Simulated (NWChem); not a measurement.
System: AlN₂H₄Br; SMILES [Al]([NH2])([Br])[NH2]

```xyz
8

Al     0.0000     0.0000    -0.9382
Br     0.0000     0.0000     1.3252
N      0.0000     1.5558    -1.7710
H      0.0000     1.6942    -2.7746
H      0.0000     2.4500    -1.2945
N      0.0000    -1.5558    -1.7710
H      0.0000    -1.6942    -2.7746
H      0.0000    -2.4500    -1.2945
```
Atoms are numbered in this order, from 1.

Program: NWChem. Pople sets run with spherical d functions. Structure relaxed at the PBE0/def2-SVP level. B3LYP is NWChem's, with the RPA form of VWN correlation. GIAO values for the isolated, static molecule; σ is the absolute isotropic shielding, δ = σ(reference) − σ with the isolated reference molecule computed at the same levels (1H: tetramethylsilane, 15N: ammonia). Spin-orbit effects, on the heavy nuclei and on their neighbours, are missing.

For level B3LYP/6-31G*:

| Quantity | Value |
|---|---|
| σ Al1 (ppm) | 458.3 |
| δ N3 (ppm) | 11.3 |
| δ H4 (ppm) | -0.28 |
| δ H5 (ppm) | -0.20 |

**Question.** Estimate the same quantities for level PBE0/pcSseg-1.

**Answer.** The σ Al1 (ppm) comes out as 406.3 and the δ N3 (ppm) is 12.9. The δ H4 (ppm) is 0.27 and the δ H5 (ppm) comes out as 0.41.
